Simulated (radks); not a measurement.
Q: All-electron atom: Ti+ in [Ar] 3d2 4d1 (not the ground configuration). All-electron calculation, non-relativistic Kohn-Sham, TASK exchange with Perdew-Wang LDA correlation, spin-polarised, spherical densities, point nucleus; open shells are filled with parallel spins first; meta-GGA in the generalised Kohn-Sham scheme. Program: a radial shooting solver on a logarithmic mesh with Libxc functionals. Some entries of the table are withheld. Estimate them.

orbital  occ.  eigenvalue (eV)  <1/r> (bohr^-1)  <r^2> (bohr^2)
1s down     1        -4869.100            21.50        0.006639
1s up       1        -4869.055            21.50        0.006639
2s up       1        -550.8310            4.503          0.1271
2s down     1        -549.7625            4.511          0.1266
2p up       3              (1)            4.430          0.1045
2p down     3              (2)            4.438          0.1039
3s up       1         -76.9506            1.374           1.203
3s down     1         -73.9687            1.370           1.204
3p up       3         -52.7318            1.255             (3)
3p down     3         -49.7873            1.253             (4)
3d up       2         -15.1595           0.9536           2.368
4d up       1          -3.5854           0.1844           47.42

A: 
(1) 2p up eigenvalue (eV): -461.5380
(2) 2p down eigenvalue (eV): -460.7812
(3) 3p up <r^2> (bohr^2): 1.391
(4) 3p down <r^2> (bohr^2): 1.389
